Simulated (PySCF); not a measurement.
Compound: [MoNCl4]2- (charge -2 and doublet state).
SMILES: `[N]#[Mo-2]([Cl])([Cl])([Cl])[Cl]`

Theory: PySCF 2.14.0, PBE0-D3(BJ)/def2-SVP geometry optimisation, gas phase, def2 core potentials past Kr.

Take the most abundant isotopes and a rigid rotor. 

Question: What are A, B and C (GHz)?

Answer: Ia = 475.57, Ib = 475.61, Ic = 801.75 u·Å²; 505379 MHz·u·Å²/I gives 1063, 1063 and 630.3 MHz, that is A = 1.0627, B = 1.0626, C = 0.6303 GHz.

Question: Classify the top.

Answer: An oblate symmetric top, as the point group C4v requires two equal moments: κ = (2 × 1063 − 1063 − 630.3)/(1063 − 630.3) = 1.00.

Question: What does the inertial defect say?

Answer: Not planar: Δ = Ic − Ia − Ib = -149.42 u·Å². For a rigid frame Δ = −2 Σ m c², so Σ m c² = 74.71 u·Å² lies off the ab plane. The atom farthest from that plane is 1.88 Å away.

Question: Where do the R-branch lines fall?

Answer: The dipole of 0.66 D (about the centre of mass, as the species is charged) lies along the symmetry axis, so ΔK = 0 and J+1 ← J falls at 2B(J+1) for every K: 2.13 GHz, 4.25 GHz, 6.38 GHz, 8.50 GHz, 10.63 GHz for J = 0 to 4.

For this open shell read J as N, the rotation without spin; fine and hyperfine splittings come on top. No frequency check. ⟨S²⟩ = 0.763 (exact for a doublet: 0.75). Whether so highly charged an anion holds all its electrons in the gas phase wasn't checked; a finite basis holds them in any case. No counter-ion or solvent screens the charge of this multiply charged ion. Zero-point vibration and centrifugal distortion are left out.

The run took 86 s on one thread, x86-64 server, on a shared host. That covers the optimisation of the geometry.

Neither the SCF state along the optimisation nor the shape of the open-shell metal species was proved the lowest: other solutions of the same spin, or a structure of lower symmetry, can lie below.
